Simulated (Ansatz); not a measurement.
Cost and result up the ladder for Ag9S5 (14 atoms). The state is a doublet with charge 0. Geometry: PBE-D4/def2-SVP.

Cartesian coordinates in Å:
```
Ag -0.100 1.861 0.205
Ag -1.311 -1.907 -1.780
Ag 1.473 -0.861 0.116
Ag -0.438 0.989 2.912
Ag 0.445 0.531 -2.294
Ag 1.337 -2.354 -2.171
Ag 2.266 1.326 1.759
Ag -1.286 -1.054 0.980
Ag -2.352 0.756 -1.131
S -2.313 1.182 1.334
S 0.086 -2.942 0.061
S 2.240 1.367 -0.714
S 1.643 1.178 4.048
S -1.690 -0.072 -3.326
```

Ansatz on 2 threads of AMD EPYC 7R13 on a shared host and a share (18 GiB) of an NVIDIA H100 80GB HBM3. Times are rough, and most runs start from the orbitals of an earlier one. PBE0-D4/def2-TZVP serves as the yardstick here, not as an exact answer. Differences are given only for rows in sets of like size (and for xTB, whose basis is part of the method), since another set adds its own error. Binding counts from free atoms at the same level (Ag doublet, S triplet; other spins of the atoms weren't run), without zero-point energy or a counterpoise term.

In the def2 sets Ag takes a core potential; there is no spin–orbit coupling. Correlated methods freeze 25 core orbitals; core or outer-core shells of Ag are correlated, in sets that lack core-valence functions. The rows differ in basis, and correlated rows in double-zeta sets carry the largest basis error. Single mean-field runs in def2-TZVP are fitted with def2-universal-jkfit. No other spin state of charge 0 was run. The structure comes from a short search, and lower isomers may exist.

Run but left out: HF/STO-3G (⟨S²⟩ 5.94, where a pure state has 0.75).

Correlated methods converge slowly with the basis, most of all in double-zeta sets.

```csv
level,functions,binding energy per atom (eV),difference from PBE0-D4/def2-TZVP (eV)
PBE0-D4/def2-SVP,369,2.45,–
PBE-D4/def2-TZVP (with forces),545,2.60,0.15
BLYP-D4/def2-TZVP,545,2.40,-0.04
PBE-D4/def2-SVP,369,2.60,–
RPA@PBE/def2-SVP,369,2.34,–
MP2/def2-SVP,369,2.56,–
PBE0-D4/def2-TZVP,545,2.45,0.00
r2SCAN-D4/def2-TZVP,545,2.61,0.16
```

Question: Estimate how long each takes.

Answer: BLYP-D4/def2-TZVP 6.5 s; MP2/def2-SVP 7 s; PBE-D4/def2-SVP 8 s; PBE-D4/def2-TZVP (with forces) 8.1 s; PBE0-D4/def2-SVP 8.5 s; PBE0-D4/def2-TZVP 9 s; RPA@PBE/def2-SVP 9.5 s; r2SCAN-D4/def2-TZVP 9.5 s. On shared hardware such times vary by a factor of up to 3.
